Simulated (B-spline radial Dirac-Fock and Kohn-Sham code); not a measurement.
Level of theory: Dirac-Hartree-Slater photoionisation with all multipoles and Dirac-Fock thresholds; a radial finite-basis atomic code. Kinetic energies are from the vacuum level. Open shells are spread statistically over j, without multiplet splitting. Without correlation, outer binding energies are uncertain by a few eV, most for open f shells.

Q: A free atom or ion in its tabulated ground configuration is ionised with 1000 eV photons and gives these photoelectron lines. Identify it and assign the lines.

| kinetic energy (eV) | relative cross section |
| --- | --- |
| 3.08 | 100.0 |
| 655.5 | 3.4 |
| 722.9 | 3.9 |
| 745.4 | 8.6 |
| 857.6 | 10.2 |
| 861.5 | 14.9 |
| 938.2 | 0.65 |
| 958.4 | 0.61 |
| 961.5 | 1.3 |
| 981.1 | 0.94 |
| 981.5 | 1.2 |

A: Nd²⁺, [Xe] 4f4. Binding energies are hν less the kinetic energy: 3d5/2 996.9 eV, 4s 344.5 eV, 4p1/2 277.1 eV, 4p3/2 254.6 eV, 4d3/2 142.4 eV, 4d5/2 138.5 eV, 5s 61.83 eV, 5p1/2 41.61 eV, 5p3/2 38.51 eV, 4f5/2 18.90 eV, 4f7/2 18.52 eV.

Q: A free atom or ion in its tabulated ground configuration is ionised with 522 eV photons and gives these photoelectron lines. Identify it and assign the lines.

```csv
kinetic energy (eV),relative cross section
172.6,67.4
176.7,100.0
379.2,2.9
413.0,2.9
416.6,6.2
463.5,2.4
464.0,3.6
```

A: Ru⁴⁺, [Kr] 4d4. Binding energies are hν less the kinetic energy: 3d3/2 349.4 eV, 3d5/2 345.3 eV, 4s 142.8 eV, 4p1/2 109.0 eV, 4p3/2 105.4 eV, 4d3/2 58.48 eV, 4d5/2 58.05 eV.

Q: A free atom or ion in its tabulated ground configuration is ionised with 800 eV photons and gives these photoelectron lines. Identify it and assign the lines.

| kinetic energy (eV) | relative cross section |
| --- | --- |
| 158.6 | 10.9 |
| 265.3 | 9.7 |
| 338.4 | 32.7 |
| 513.5 | 44.3 |
| 526.9 | 67.9 |
| 703.4 | 2.8 |
| 738.0 | 2.3 |
| 749.0 | 5.9 |
| 749.0 | 77.7 |
| 751.4 | 100.0 |
| 790.9 | 1.8 |
| 791.7 | 2.7 |
| 792.8 | 0.30 |

A: Re, [Xe] 4f14 5d5 6s2. Binding energies are hν less the kinetic energy: 4s 641.4 eV, 4p1/2 534.7 eV, 4p3/2 461.6 eV, 4d3/2 286.5 eV, 4d5/2 273.1 eV, 5s 96.64 eV, 5p1/2 61.96 eV, 5p3/2 51.04 eV, 4f5/2 51.02 eV, 4f7/2 48.62 eV, 5d3/2 9.11 eV, 5d5/2 8.26 eV, 6s 7.20 eV.

Values without a named source are computed, but for edge energies of neutral atoms, which are taken from tables.
